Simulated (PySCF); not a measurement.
A structure optimised at PBE-D3(BJ)/def2-SVP, used in a PySCF frequency run:

```xyz
5

Ta     0.0000     0.0000    -0.1512
O      0.0000     0.0000    -1.8742
Cl     1.9110     1.1033     0.5104
Cl     0.0000    -2.2067     0.5104
Cl    -1.9110     1.1033     0.5104
```

**Question.** Write its SMILES, formula and point group.

**Answer.** [O]=[Ta]([Cl])([Cl])[Cl], Cl₃OTa, C3v

**Question.** What are its rotational constants (standard atomic weights)?

**Answer.** 1.4567, 1.4567, 0.97589 GHz
